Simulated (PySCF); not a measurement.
# Electronic structure of Re³⁺ (rhenium, charge +3) at the UHF level

Configuration: [Xe] 4f14 5d4, high-spin 5D determinant. All numbers are calculated (PySCF 2.14, a scalar-relativistic core potential, in cc-pVTZ-PP with ECP60MDF (5s5p4d2f1g, 63 functions)).

```
Total energy                                                  : -76.041104 hartree
One-electron energy                                           : -117.5995 hartree
Hartree (Coulomb) energy                                      : 48.7115 hartree
Exchange energy                                               : -7.1531 hartree
⟨S²⟩                                                          : 6.0033
⟨L²⟩                                                          : 6.023
Sum of ⟨r⟩                                                    : 16.22 bohr
Sum of ⟨r²⟩                                                   : 25.25 bohr²
Traceless quadrupole moment −½Σ⟨3z² − r²⟩ along its main axis : -0.889 e·bohr²
Time after the integrals                                      : 0.21 s of wall time on 1 thread of INTEL(R) XEON(R) PLATINUM 8581C CPU @ 2.30GHz (shared host)
```

```json
{"shell": "5s α", "electrons": "1", "mean orbital energy (eV)": "-132.28", "spread (eV)": "0", "rms radius, mean of both spins (bohr)": "1.12"}
{"shell": "5s β", "electrons": "1", "mean orbital energy (eV)": "-126.96", "spread (eV)": "0", "rms radius, mean of both spins (bohr)": "1.12"}
{"shell": "5p α", "electrons": "3", "mean orbital energy (eV)": "-90.223", "spread (eV)": "0.936", "rms radius, mean of both spins (bohr)": "1.29"}
{"shell": "5p β", "electrons": "3", "mean orbital energy (eV)": "-82.495", "spread (eV)": "1.537", "rms radius, mean of both spins (bohr)": "1.29"}
{"shell": "5d α", "electrons": "4", "mean orbital energy (eV)": "-40.232", "spread (eV)": "1.351", "rms radius, mean of both spins (bohr)": "1.79"}
```

Energies and moments cover only the electrons outside the core potential. Spin-orbit coupling, absent here, splits the open shell strongly.
